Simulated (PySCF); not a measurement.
C7H7O, doublet, at a GFN2-xTB geometry. Base run: PBE0/STO-3G in PySCF.

PySCF was given this input:
```python
from pyscf import gto, scf, dft

mol = gto.M(
    atom='''
C    -2.772247    0.548152    0.347801
O    -1.868187   -0.242355   -0.237076
C    -0.532281   -0.109779   -0.099674
C     0.240224   -1.053016   -0.795637
C     1.613883   -1.013450   -0.727529
C     2.251819   -0.039486    0.030513
C     1.493936    0.893979    0.718477
C     0.114353    0.870179    0.662288
H    -3.788085    0.293370    0.128933
H    -2.511376    1.358359    0.997767
H    -0.272205   -1.802074   -1.379162
H     2.196789   -1.744832   -1.267321
H     3.329081   -0.009940    0.082951
H     1.983664    1.654407    1.309182
H    -0.450498    1.610078    1.206822
''',
    basis='sto-3g',
    charge=0,
    spin=1,
    verbose=4,
)

mf = dft.UKS(mol)
mf.xc = 'pbe0'
mf.kernel()
```

Variants of this job, named by their change:

```csv
change,ΔE vs base (µEh),grid points,electrons on the grid
base,0.0,181568,56.99999
"grids.atom_grid = (150, 974)",-3.5,1206304,57.00000
grids.level = 2,-0.8,127272,56.99999
grids.prune = off,0.0,286904,56.99999
"grids.atom_grid = (75, 302)",0.1,216776,56.99999
grids.prune = dft.gen_grid.sg1_prune,3.7,80800,56.99996
grids.prune = dft.gen_grid.treutler_prune,-2.7,156976,57.00000
"grids.atom_grid = (99, 590)",-3.7,482976,57.00000
grids.level = 7,-3.4,1043352,57.00000
"grids.atom_grid = (30, 110)",-192,36888,57.00027
grids.level = 4,-3.7,338472,57.00000
```

Open shells are given as the SCF converged; they aren't shown to be the lowest states, and a large step between rows can be another state.
